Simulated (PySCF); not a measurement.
Compound: C₃H₄FO₃S (charge -1).
Atom-mapped SMILES: `[O:1]=[S:2](=[O:3])([O-:4])[C@@H:5]1[CH2:6][C@H:7]1[F:8]` (hydrogens: H9 on C5; H10, H11 on C6; H12 on C7)

Structure optimised with GFN2-xTB, isolated species.

Give the optimised bond lengths and angles.

```
  bond  length (pm)
 O1=S2        145.8
 S2=O3        146.1
 S2–O4        145.7
 S2–C5        182.9
 C5–C6        149.3
 C6–C7        149.2
 C7–F8        138.3
 C5–C7        147.5
 C5–H9        107.6
C6–H10        108.2
C6–H11        107.9
C7–H12        108.0
```

A selection of angles:
```
     angle  degrees
  O1–S2–O3    114.0
  O1–S2–O4    114.1
  O1–S2–C5    104.3
  O3–S2–O4    114.2
  O3–S2–C5    103.6
  O4–S2–C5    104.9
  S2–C5–C6    112.0
  S2–C5–C7    112.0
  S2–C5–H9    116.3
  C6–C5–C7     60.4
  C6–C5–H9    122.3
  C7–C5–H9    122.0
  C5–C6–C7     59.2
 C5–C6–H10    119.7
 C5–C6–H11    115.5
 C7–C6–H10    117.9
 C7–C6–H11    117.0
H10–C6–H11    115.8
  C6–C7–F8    117.4
 C6–C7–H12    121.1
 F8–C7–H12    110.7
  C5–C7–C6     60.4
  C5–C7–F8    120.0
 C5–C7–H12    119.3
```

Torsions: O1–S2–C5–C6 -79° (synclinal); S2–C5–C6–C7 -104° (anticlinal); C5–C6–C7–F8 -111° (anticlinal); S2–C5–C7–C6 104° (anticlinal).

Of the pairs four or more bonds apart, O3···H12 is among the closest relative to their van der Waals radii: 2.37 Å, 87 % of the sum of Bondi's values. The 3-membered ring C5–C6–C7 has internal angles of 59.2° to 60.4°. All 3 O–S bonds measure 1.457 to 1.461 Å. S2 (sulfonyl sulfur) is distorted tetrahedral (angles from 103.6° to 114.2°).

Point group: C1 (no symmetry element, even within 0.4 Å). Stationary, but not proved a minimum.

One conformer stands for the species.

These are computed values.
